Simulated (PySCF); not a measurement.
Species: C2H2N2O4S.
Cartesian coordinates in Å at the GFN2-xTB level; atoms count from 1:
```xyz
11
C2H2N2O4S angstrom
O     -1.887   -0.703    1.353
S     -1.556   -0.531   -0.022
O     -1.918   -1.495   -0.990
O     -2.046    0.895   -0.502
C      0.219   -0.271   -0.082
N      0.811    0.850    0.185
C      2.129    0.518    0.089
N      2.316   -0.730   -0.212
O      1.071   -1.258   -0.324
H     -2.059    1.513    0.232
H      2.925    1.215    0.247
```

The closed-shell SCF was solved with PySCF and density fitting under several settings on one GFN2-xTB geometry (grid level 2 and gas phase unless stated).

```csv
settings,basis functions,SCF cycles,E (Eh),HOMO (eV),LUMO (eV),dipole (D)
"HF/def2-SVPD, grid level 3",215,13,-882.1331,-12.25,1.57,4.51
"PBE0/pcSseg-1, level shift 0.1 Eh",170,12,-885.1452,-9.41,-2.04,3.91
"X3LYP/pcseg-1, grid level 1",140,12,-885.5374,-9.22,-2.17,3.96
```

Task: Estimate the rows for these settings: (1) LDA/def2-SVPD, IEF-PCM acetone; (2) PBE0/STO-3G.

Result: 
```tsv
settings	basis functions	SCF cycles	E (Eh)	HOMO (eV)	LUMO (eV)	dipole (D)
LDA/def2-SVPD, IEF-PCM acetone	215	16	-880.4540	-7.98	-3.15	4.84
PBE0/STO-3G	51	16	-873.9953	-4.86	1.25	2.23
```

Task: Over all rows, what range does the HOMO–LUMO gap span?

Result: From 4.83 eV (LDA/def2-SVPD, IEF-PCM acetone) to 13.82 eV (HF/def2-SVPD, grid level 3). The functional of the narrowest has no exact exchange, that of the widest 100 % exact exchange.

Task: Compare two rows with the functional PBE0: PBE0/pcSseg-1, level shift 0.1 Eh and PBE0/STO-3G. Which energy is lower, and by how much?

Result: PBE0/pcSseg-1, level shift 0.1 Eh (170 functions) lies 11.1499 Eh or 6997 kcal/mol below PBE0/STO-3G (51 functions).

Cycle counts include a coarse-grid stage where the run had one. One conformer (not necessarily the lowest) at the GFN2-xTB geometry, without vibrations or thermal averaging.
